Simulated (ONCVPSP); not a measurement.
## u(r) = r·R(r): atom against pseudo-atom (ruthenium)

Columns: radius, all-electron u(r) and pseudo u(r) of the 4d shell (level -5.22 eV) of ruthenium in the configuration [Ar] 3d10 4s2 4p6 4d7 5s1; PBEsol, scalar-relativistic, ONCV scheme, ONCVPSP 4.0.1.

```csv
r (bohr),all-electron,pseudo
0.110,-0.1870,0.0031
0.220,-0.3837,0.0237
0.330,-0.3185,0.0745
0.440,-0.1002,0.1599
0.550,0.1532,0.2753
0.660,0.3795,0.4084
0.770,0.5559,0.5427
0.880,0.6796,0.6621
0.990,0.7565,0.7540
1.100,0.7962,0.8121
1.210,0.8081,0.8365
1.320,0.8003,0.8323
1.430,0.7793,0.8074
1.540,0.7497,0.7701
1.650,0.7150,0.7272
1.760,0.6776,0.6835
1.870,0.6392,0.6413
1.980,0.6009,0.6014
2.090,0.5635,0.5636
2.200,0.5275,0.5275
2.310,0.4932,0.4931
2.420,0.4606,0.4605
2.530,0.4298,0.4298
2.640,0.4009,0.4009
2.750,0.3737,0.3737
2.860,0.3483,0.3483
```

Problem. How many radial nodes do the two functions have?

Solution. The all-electron 4d function has n − l − 1 = 1; the pseudo-wave has 0, since the states of the same l below it are removed with the core.

Problem. At about which radius was the pseudo-wave matched?

Solution. 2.20 bohr. The columns agree to 0.0005 from 2.09 bohr on; several derivatives are matched, so the curves merge somewhat inside the radius.

Problem. Is the pseudo-wave norm-conserving?

Solution. Yes: the ONCV scheme keeps the norm inside the radius equal to the all-electron one, which fixes the energy derivative of the logarithmic derivative at the level.
